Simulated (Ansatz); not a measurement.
Species: CH5S2Si, charge 0, multiplicity 2. It need not be the lowest isomer of its formula. 
Coordinates optimised at B3LYP-D3(BJ)/def2-TZVP (Ansatz, an electronic-structure program):
```xyz
9

C     -2.0606    -0.3335     0.1833
Si    -0.2925    -0.3118    -0.4540
S      0.8758    -1.2865     1.0686
S      0.4404     1.6826    -0.8570
H     -2.7285     0.1128    -0.5538
H     -2.1336     0.2429     1.1091
H     -2.3863    -1.3564     0.3797
H      2.0601    -1.0039     0.5004
H      0.5876     2.0338     0.4356
```
Charge 0, spin multiplicity 2.

Total electronic energies in hartree. Correlated levels leave the core frozen unless marked. Open shells are spin-unrestricted. No spin-orbit coupling. Non-relativistic. CBS(X,Y): correlation extrapolated as X^-3; Hartree-Fock from the larger set.

```json
[
 {"level": "HF/6-31G*", "program": "Ansatz", "energy (Eh)": "-1124.74774"},
 {"level": "B3LYP-D3(BJ)/def2-TZVPD", "program": "Ansatz + dftd3", "energy (Eh)": "-1127.14703"},
 {"level": "PBE0-D4/def2-TZVPD", "program": "Ansatz + dftd4", "energy (Eh)": "-1126.63271"},
 {"level": "BHLYP-D3(BJ)/def2-TZVPD", "program": "Ansatz + dftd3", "energy (Eh)": "-1127.05344"},
 {"level": "BHLYP-D4/def2-TZVPD", "program": "Ansatz + dftd4", "energy (Eh)": "-1127.05114"},
 {"level": "BHLYP/def2-TZVPD", "program": "Ansatz", "energy (Eh)": "-1127.03812"},
 {"level": "r2SCANh-D4/def2-TZVPD", "program": "Ansatz + dftd4", "energy (Eh)": "-1126.96569"},
 {"level": "r2SCAN0-D4/def2-TZVPD", "program": "Ansatz + dftd4", "energy (Eh)": "-1126.95690"},
 {"level": "LC-wPBE-D3(BJ)/def2-TZVPD", "program": "Ansatz + dftd3", "energy (Eh)": "-1126.73650"},
 {"level": "LC-wPBE-D4/def2-TZVPD", "program": "Ansatz + dftd4", "energy (Eh)": "-1126.73706"},
 {"level": "LC-wPBE/def2-TZVPD", "program": "Ansatz", "energy (Eh)": "-1126.72633"},
 {"level": "wB97M-V/def2-TZVPD", "program": "Ansatz", "energy (Eh)": "-1126.97560"},
 {"level": "B2GP-PLYP-D3(BJ)/def2-TZVPD", "program": "Ansatz + dftd3", "energy (Eh)": "[?]"},
 {"level": "MP2/6-31G", "program": "Ansatz", "energy (Eh)": "-1124.85400"},
 {"level": "MP2/cc-pwCVTZ", "program": "Ansatz", "energy (Eh)": "-1125.52581"},
 {"level": "SCS-MP2/STO-3G", "program": "Ansatz", "energy (Eh)": "-1112.42035"},
 {"level": "CCSD/cc-pV(D+d)Z", "program": "Ansatz", "energy (Eh)": "-1125.38108"},
 {"level": "CCSD/cc-pV(T+d)Z", "program": "Ansatz", "energy (Eh)": "-1125.57377"},
 {"level": "CCSD/CBS(cc-pV(T+d)Z,cc-pV(Q+d)Z)", "program": "Ansatz", "energy (Eh)": "-1125.6609"},
 {"level": "CCSD(T)/cc-pwCVTZ", "program": "Ansatz", "energy (Eh)": "-1125.61364"},
 {"level": "CCSD(T)/cc-pV(Q+d)Z", "program": "Ansatz", "energy (Eh)": "-1125.66543"},
 {"level": "CCSD(T) with core electrons (1s frozen past Ne)/cc-pwCVTZ", "program": "Ansatz", "energy (Eh)": "-1126.45706"},
 {"level": "CCSD(T)/CBS(cc-pV(T+d)Z,cc-pV(Q+d)Z)", "program": "Ansatz", "energy (Eh)": "-1125.7002"}
]
```

**Question.** Some entries are withheld; supply them.

**Answer.** 
- B2GP-PLYP-D3(BJ)/def2-TZVPD, energy (Eh): -1126.51875
